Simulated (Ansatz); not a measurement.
Gas-phase electronic energies from Ansatz, PBE0-D4/def2-TZVP geometries. CBS: MP2 limit from def2 TZ/QZ plus the TZ coupled-cluster correction, frozen cores. DFT in def2-TZVPP. B3LYP here is the variant with VWN-RPA as its local correlation; programs differ in this. Each species was taken in one conformer, which may not be the lowest.

Reaction (redistribution): `O=C[SiH2][SiH](O)Cl` + `OBN[SiH2]O` → `O[SiH2]N[SiH](O)Cl` + `O=C[SiH2]BO`

`O=C[SiH2][SiH](O)Cl`:

Z-matrix (Å, degrees):
```
Si
C 1 1.929
Si 1 2.339 2 106.8
H 1 1.487 2 109.6 3 117.8
H 1 1.483 2 109.3 3 -119.9
O 2 1.204 1 122.3 3 94.0
H 2 1.116 1 117.9 3 -83.9
O 3 1.639 1 105.3 2 53.0
Cl 3 2.063 1 109.8 2 172.5
H 3 1.484 1 114.2 2 -69.5
H 8 0.959 3 118.7 1 -178.2
```

`OBN[SiH2]O`:

```xyz
11

O     1.827   -0.889    1.110
B     1.750   -0.181   -0.049
N     0.523    0.198   -0.670
Si   -1.095   -0.056   -0.155
O    -1.742    1.374    0.332
H     0.974   -1.125    1.486
H     2.787    0.128   -0.562
H     0.641    0.730   -1.520
H    -1.037   -1.029    0.972
H    -1.932   -0.616   -1.248
H    -2.696    1.465    0.303
```

`O[SiH2]N[SiH](O)Cl`:

Z-matrix (Å, degrees):
```
Si
N 1 1.733
O 1 1.638 2 106.9
H 1 1.482 2 113.1 3 116.3
H 1 1.489 2 108.7 3 -122.6
Si 2 1.705 1 124.2 3 -4.5
H 2 1.010 1 118.8 3 171.7
H 3 0.962 1 117.4 2 -43.3
O 6 1.644 2 111.6 1 49.7
Cl 6 2.056 2 106.6 1 170.2
H 6 1.470 2 114.9 1 -68.9
H 9 0.960 6 117.0 2 73.9
```

`O=C[SiH2]BO`:

Cartesian coordinates in Å:
```
O -0.476 -1.876 0.431
C -0.976 -1.175 -0.426
Si -0.363 0.640 -0.687
B 1.111 0.900 0.699
O 1.405 -0.129 1.506
H -1.790 -1.613 -1.046
H -1.561 1.514 -0.527
H 0.065 0.738 -2.112
H 1.732 1.917 0.838
H 0.854 -0.914 1.324
```

Q: Is it downhill or uphill in electronic energy at CCSD(T)/CBS, and by how much? (Estimate.)

A: Ansatz gave: Uphill: ΔE = +23.0 kJ/mol.

Q: What do these levels give: PBE-D4, B3LYP-D4, ωB97X-V, PBE, r2SCAN, B3LYP, CCSD/def2-TZVPP, CCSD(T)/def2-TZVPP, MP2/def2-QZVPP, SCS-MP2/def2-QZVPP, MP2/CBS(def2), CCSD/CBS(def2)? (An estimate is asked.)

A: Ansatz gave: PBE-D4 35.1, B3LYP-D4 29.3, ωB97X-V 23.6, PBE 38.6, r2SCAN 29.8, B3LYP 35.0, CCSD/def2-TZVPP 24.1, CCSD(T)/def2-TZVPP 22.1, MP2/def2-QZVPP 22.4, SCS-MP2/def2-QZVPP 23.9, MP2/CBS(def2) 22.7, CCSD/CBS(def2) 25.0 kJ/mol.

Largest T1 diagnostic among the species: 0.017.

From PBE to PBE0 (25 % exact exchange), in def2-TZVPP and without D4, ΔE moves by −3.4 kJ/mol. The D4 term adds −5.7 kJ/mol with B3LYP and −2.8 kJ/mol with PBE0; it sums over pairs of atoms, weighted by their polarisabilities, and B3LYP, whose exchange is more repulsive, gets the larger term. In def2-TZVPP, CCSD(T) changes the Hartree–Fock value by −12.6 kJ/mol (the triples alone add −2.0 kJ/mol) and MP2 by −12.9 kJ/mol.
